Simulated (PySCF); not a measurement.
Molecule: SMILES COC(=O)[SiH2]SC, C$_{3}$H$_{8}$O$_{2}$SSi.

Cartesian coordinates in Å; atom numbers follow the order of the lines, from 1:
```xyz
15

C     2.483    1.271    0.789
O     1.597    0.184    1.042
C     0.742   -0.136    0.071
O     0.689    0.443   -0.989
Si   -0.417   -1.568    0.599
S    -2.383   -0.736    0.734
C    -2.556    0.023   -0.919
H     1.918    2.149    0.474
H     3.010    1.463    1.720
H     3.186    1.002   -0.001
H    -0.384   -2.587   -0.447
H    -0.087   -2.012    1.938
H    -3.413    0.685   -0.869
H    -1.660    0.584   -1.165
H    -2.729   -0.757   -1.652
```

Frames of a GFN2-xTB Langevin trajectory at 300 K; GIAO PBE0/pcSseg-1 shieldings in PySCF 2.14, gas phase, non-relativistic; equivalent atoms averaged within each frame.

δ = σ(ref) − σ, references computed at the same level: TMS for $^{13}$C (σ = 186.93 ppm), $^{29}$Si (σ = 349.16 ppm), $^{1}$H (σ = 31.72 ppm); $^{17}$O (σ = 336.08 ppm) vs H2O; $^{33}$S (σ = 503.73 ppm) against CS2. The references are static minima.

Problem. How do the shifts (ppm) fluctuate along the trajectory?

Solution. 
```tsv
time (fs)	C3	C1	C7	O4	O2	Si5	S6	H11/H12	H8/H9/H10	H13/H14/H15
250	195.0	45.6	14.8	510.9	208.6	-52.4	-225	4.70	4.14	2.68
425	194.6	48.9	12.1	502.9	234.7	-44.7	-201	4.67	4.52	1.71
625	186.8	52.6	17.5	504.3	240.0	-42.6	-187	5.58	4.21	2.71
800	193.0	60.7	22.2	520.7	227.3	-40.2	-160	5.43	4.42	2.55
1000	191.6	52.8	18.9	522.4	215.7	-48.0	-178	4.76	4.67	2.62
mean of frames	192.2	52.1	17.1	512.2	225.3	-45.6	-190	5.03	4.39	2.45
standard deviation	3.3	5.6	3.9	9.0	13.0	4.8	25	0.44	0.22	0.42
```

5 frames give an uncertainty of the mean of about the standard deviation over 2.2 at best, since frames this close in time may not be independent; classical motion lacks zero-point vibration, and the reference would need the same averaging.
